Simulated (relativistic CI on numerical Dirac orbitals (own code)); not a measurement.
# Hyperfine structure of Pt⁷⁴⁺, mass number 195

Calculated at this level of theory: Dirac-Coulomb-Breit CI, KLI orbitals optimised for each configuration, a model potential for QED, unscaled Slater integrals (own radial code, finite nucleus).

CI space (outside the closed core 1s2): 2s2, 2s.2p, 2p2, 2p.3s, 2p.3p, 2s.3s, 2s.3p, 2s.3d, 2s.4s, 2s.4p, 2s.4d, 2s.4f, 3s2, 3s.3p, 3p2. Levels of other configurations are missing.

Nuclear spin I = 1/2, μ = 0.6073 μN (tables of Stone and Pyykkö). The electronic factors are computed for point nuclear moments, without core polarisation or the Bohr-Weisskopf and QED corrections.

```csv
Level,E (Ry),A (GHz)
2s.2p 3P°_1,16.625,24990
2s.2p 3P°_2,152.523,10390
2s.2p 1P°_1,159.698,-7818
2p2 3P_1,174.196,-1517
2p2 1D_2,175.532,4006
2p2 3P_2,313.763,1257
2s.3s 3S_1,912.976,24530
2s.3p 3P°_1,919.471,20810
```

Levels with J = 0, under 50 % of one LS term, or S terms without an open s electron are left out. Small factors come from cancelling terms and can be off by tens of per cent or more.

At this charge energies of transitions that change n are usually good to better than 1 %, and those within a shell (Δn = 0) to a few per cent.

(1) Give the hyperfine levels of 2s.2p 3P°_1 relative to its centre of gravity.

Results:

(1) With K = F(F + 1) − I(I + 1) − J(J + 1), E = AK/2: F = 1/2: -24990, F = 3/2: 12490 GHz.

LS names give the leading component of a level, which can be under half, so a name can repeat, a term be missing and a line seem to break the LS rules.
